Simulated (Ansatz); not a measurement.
The cluster TiO2 (the lowest singlet isomer of a short search) was relaxed with r2SCAN-D4 (def2-TZVP) in Ansatz in these states: neutral quintet, neutral triplet. The geometries follow in no particular order.

A:

```xyz
3

Ti    0.3990    1.1513   -0.3976
O     0.3959   -0.8262    0.0708
O    -0.7949   -0.3252    0.3268
```

B:

Cartesian coordinates in Å:
```
Ti -0.010 -0.468 1.009
O -0.658 0.495 -0.390
O 0.669 -0.028 -0.619
```

Task: Judge from the bond lengths which geometry belongs to which state (an estimate).

Result: A is the neutral quintet (Ti1–O3 2.032 Å, Ti1–O2 2.032 Å, O2–O3 1.317 Å); B is the neutral triplet (Ti1–O3 1.818 Å, Ti1–O2 1.818 Å, O2–O3 1.444 Å).

At PBE0-D4/def2-TZVP a triplet lies 1.13 eV below the neutral quintet. These are the stationary points nearest to one start from a short search; other shapes may lie lower in each state.
